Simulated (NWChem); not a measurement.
# CrN$_{2}$H$_{3}$SCl; SMILES [NH]=[Cr]([SH])([Cl])=[NH]

```xyz
8

Cr    -0.2453    -0.0341    -0.0034
N     -1.1492    -0.0088    -1.2962
H     -2.0710     0.0472    -1.7362
N     -1.1458    -0.0015     1.2889
H     -2.0655     0.0642     1.7330
Cl     0.9813    -1.8066    -0.0112
S      0.7933     1.8971     0.0868
H      1.0473     1.9563    -1.2410
```
Atoms are numbered in this order, from 1.

All runs: NWChem. Pople sets run with spherical d functions. The geometry was optimised at PBE0/def2-SVP. No frequency run checked for a minimum. Vzz is the largest principal value of the second derivative of the potential at the nucleus (NWChem prints the opposite sign); η is the asymmetry. Non-relativistic.

For level PBE/6-31G*:

```
Quantity        Result
--------------  ------
Vzz Cr1 (a.u.)   0.391
η N2              0.02
η N4              0.27
Vzz Cl6 (a.u.)   1.437
```

### Question
How do the values read with level PBE/def2-TZVP instead?

### Answer
The vzz Cr1 (a.u.) is -0.333. The η N2 is 0.54 and the η N4 is 0.74. The vzz Cl6 (a.u.) is 1.579.
